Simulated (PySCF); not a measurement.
Species: C4H7N3.
Z-matrix (Å and degrees, GFN2-xTB geometry), rows numbered from 1:
```
C 
C   1  1.4809
C   2  1.3795  1  132.96
N   3  1.3452  2  108.37  1   179.69
N   4  1.2778  3  109.21  2     0.01
N   5  1.3304  4  108.84  3     0.01
C   6  1.4306  2  128.38  1     0.24
H   1  1.0903  2  110.57  3  -120.36
H   1  1.0864  2  109.75  3    -0.32
H   1  1.0904  2  110.73  3   119.78
H   3  1.0702  2  129.75  1    -0.49
H   7  1.0881  6  107.42  2   178.74
H   7  1.0920  6  110.64  2   -61.76
H   7  1.0918  6  110.62  2    59.18
```

The calculation used TDDFT CAM-B3LYP/def2-SVPD, vertical, gas phase, core orbitals frozen in the response (PySCF 2.14.0, density-fitted response routines).

**Question.** What does the calculation give for the low-lying excited states?

**Answer.** 

```tsv
state	E (eV)	λ (nm)	ν̃ (cm⁻¹)	f	|μ| (D)	symmetry	main configurations (H = HOMO, L = LUMO)
S1	5.84	212.2	47120	0.0082	0.61	A″	H-1→L+1 (93%)
S2	6.68	185.6	53870	0.156	2.48	A′	H→L+1 (88%)
S3	6.76	183.3	54550	0.0026	0.32	A″	H→L (90%)
S4	7.28	170.3	58720	0.0023	0.29	A″	H-1→L+4 (87%)
S5	7.30	169.7	58910	0.025	0.96	A′	H-2→L+1 (59%), H→L+4 (29%)
S6	7.40	167.6	59670	0.0031	0.33	A′	H-1→L (83%)
S7	7.65	162.0	61740	0.0037	0.36	A″	H-3→L+1 (87%)
S8	7.75	160.1	62470	0.025	0.92	A″	H-2→L (72%), H→L+2 (12%)
```

Triplets (Tamm–Dancoff): T1 4.66 eV, H→L+1 (90%); T2 4.85 eV, H-1→L+1 (78%), H-1→L+4 (18%); T3 5.65 eV, H-2→L+1 (86%).

The lowest singlet lies at 5.84 eV (212 nm, ultraviolet) and is weak; its leading configuration is HOMO-1→LUMO+1 (93%). The most intense listed level is S2 at 6.68 eV (186 nm, f = 0.156), 0.84 eV above S1. Löwdin shares by element: HOMO carbon 51% or more, nitrogen 30% or more (atoms not listed hold the other 18%); LUMO carbon 41% or more, hydrogen 17% or more (atoms not listed hold the other 42%). Orbital energies (eV): HOMO-3 -10.84, HOMO-2 -9.55, HOMO-1 -8.79, HOMO -8.54, LUMO 0.95, LUMO+1 1.29, LUMO+2 1.78. The oscillator strengths of these states sum to 0.226; summed over the whole spectrum of an exact calculation they would give the number of electrons, 52 (Thomas–Reiche–Kuhn). The listed states span 1.90 eV, and the widest gap between neighbours is 0.84 eV (S1 to S2). Symmetry labels in Cs follow from the direction of the transition dipole and are given only for states with f of 0.002 or more. Singlets were solved by full linear response, triplets in the Tamm–Dancoff approximation.
